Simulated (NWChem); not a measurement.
System: CH3ClCuN2, doublet; SMILES [Cl][Cu]1[NH]C=[NH]->1

The following NWChem deck was run.

```
start job
memory heap 200 mb stack 900 mb global 1100 mb
geometry units angstroms
  Cu     0.052143    -0.032761    -0.000402
  Cl     1.754594    -1.128618     0.005337
  C     -1.923652     1.235749    -0.003535
  N     -1.874537    -0.070218     0.002242
  N     -0.714093     1.734593    -0.009201
  H     -2.838368     1.823219    -0.003397
  H     -2.710605    -0.630193     0.006263
  H     -0.551605     2.727649    -0.015033
end
basis spherical
  * library 6-31g*
end
dft
  odft
  mult 2
  xc b3lyp
  iterations 150
end
driver
  maxiter 120
end
task dft optimize
```

In the optimisation the excess spin sits in a" (Cs, its own frame). Not confirmed as a minimum by frequencies. This spin state was assumed; another may lie lower.

The level has its own optimisation.

Predict the main results of this run. (B3LYP/6-31G* (spherical d), spin-unrestricted.) Quantities: r Cl–Cu (Å); r C–Cu (Å); r Cu–N (Å); r C–N (Å); dipole (D).


```json
{
  "r Cl–Cu (Å)": "2.120",
  "r C–Cu (Å)": "2.350",
  "r Cu–N (Å)": "1.940",
  "r C–N (Å)": "1.322",
  "dipole (D)": "5.76"
}
```
